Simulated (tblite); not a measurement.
Compound: C₄H₈OPSi (doublet state).
Cartesian coordinates in Å at the GFN2-xTB level; atoms count from 1:
```xyz
15
C4H8OPSi angstrom
O     -3.538   -1.149    0.163
C     -2.625   -0.399    0.360
C     -1.899    0.391   -0.692
C     -0.409    0.317   -0.543
C      0.252   -0.730   -0.046
Si     2.101   -0.744    0.190
P      3.056    0.957   -0.895
H     -2.241   -0.217    1.384
H     -2.221    1.433   -0.590
H     -2.206    0.046   -1.685
H      0.145    1.176   -0.904
H     -0.314   -1.584    0.304
H      2.672   -2.039   -0.208
H      4.340    0.657   -0.476
H      2.885    1.894    0.112
```

Level: GFN2-xTB in tblite, geometry and Hessian alike; calculated harmonic values, unscaled, isolated species. The method is semi-empirical: single wavenumbers can be off by several per cent or more. Modes of hydrogen on phosphorus and silicon can be 10 to 20 % off. One conformer, not necessarily the lowest. Open shells enter through the occupations alone, without spin polarisation, and single modes of such species can be off by tens of per cent.

Harmonic wavenumbers (cm⁻¹): 31.3, 54.8, 69.5, 99.4, 140.4, 156.3, 205.9, 301.8, 386.8, 429.8, 478.3, 536.0, 569.7, 679.3, 690.7, 719.1, 776.3, 810.4, 966.9, 989.0, 1024.6, 1062.9, 1129.2, 1139.9, 1193.8, 1268.1, 1295.5, 1379.8, 1417.5, 1606.2, 1788.3, 2190.7, 2288.3, 2378.0, 2753.0, 2939.9, 2956.9, 3018.5, 3040.2.

A = 5138, B = 622.6, C = 566.4 MHz; mass 131.008 u (most abundant isotopes); point group C1, symmetry number 1; spin multiplicity 2.

Question: What is the zero-point energy?

Answer: Half the sum of the wavenumbers: 22482 cm⁻¹ = 64.28 kcal/mol.

Question: Entropy at 400 K, 1 bar (ideal gas, RRHO, classical rotation)?

Answer: Translation 42.01, rotation 30.44, vibration 41.90, spin (R ln 2) 1.38: S = 115.7 cal/(mol K).

Question: And Cp and H(400 K) − H(0)?

Answer: Cp = 43.54 cal/(mol K), of which vibrations give 35.60 (their classical limit is 39 R = 77.5); H(400 K) − H(0) = 11.13 kcal/mol without the zero-point energy, 7.95 from vibrations.

Question: What must be added to the electronic energy to get the Gibbs energy at 400 K and 1 bar?

Answer: ZPE + [H(400 K) − H(0)] − T·S = 64.28 + 11.13 − 46.29 = 29.12 kcal/mol.

Question: How do the functions run with temperature in this model?

Answer: 
```tsv
T (K)	S (cal/(mol K))	Cp (cal/(mol K))	H − H(0) (kcal/mol)	G − H(0) (kcal/mol)	ln q(vib)
150	83.7	24.3	2.57	-9.99	4.28
250	98.0	32.4	5.40	-19.10	7.17
298.15	104.0	36.2	7.05	-23.96	8.47
600	135.6	54.5	21.00	-60.36	15.85
900	159.8	65.0	39.05	-104.81	22.21
```

q(vib) and H(0) count from the zero-point level.

Question: Which modes carry the vibrational entropy at 400 K?

Answer: 31.3 cm⁻¹: 6.33; 54.8 cm⁻¹: 5.22; 69.5 cm⁻¹: 4.75; 99.4 cm⁻¹: 4.04; 140.4 cm⁻¹: 3.37; 156.3 cm⁻¹: 3.16 cal/(mol K); the other 33 give 15.04 together.

Hindered rotation and anharmonicity are outside this model. Other conformers, if any are populated, would add a mixing term that is left out. The structure is chiral; the term R ln 2 for an equal mix with its mirror image is left out.
